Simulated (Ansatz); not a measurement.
Reaction (cleavage of the Si–Al bond): `[F][AlH][SiH2]Cl` + `CC(N)=O` → `CC(=O)N[SiH2]Cl` + `[F][AlH2]`

Computed with Ansatz on PBE0-D4/def2-TZVP structures; ΔE is electronic, products minus reactants. CBS: MP2 limit from def2 TZ/QZ plus the TZ coupled-cluster correction, frozen cores. This one scheme is used for every species. Functionals use def2-TZVPP. Each species was taken in one conformer, which may not be the lowest.

| species | r2SCAN energy (Eh) |
| --- | --- |
| `[F][AlH][SiH2]Cl` | -1093.83221 |
| `CC(N)=O` | -209.19188 |
| `CC(=O)N[SiH2]Cl` | -959.53426 |
| `[F][AlH2]` | -343.51176 |

Question: Work out ΔE.

Answer: ΔE = (-959.53426) + (-343.51176) − (-1093.83221) − (-209.19188) = -0.02193 Eh = -13.8 kcal/mol. CCSD(T)/CBS gives -15.9 kcal/mol.

Largest T1 diagnostic among the species: 0.014.

The D4 term adds −1.7 kcal/mol with B3LYP and −0.9 kcal/mol with PBE0; it sums over pairs of atoms, weighted by their polarisabilities, and B3LYP, whose exchange is more repulsive, gets the larger term. From PBE to PBE0 (25 % exact exchange), in def2-TZVPP and without D4, ΔE moves by −1.6 kcal/mol.

B3LYP here is the variant with VWN-RPA as its local correlation; programs differ in this.
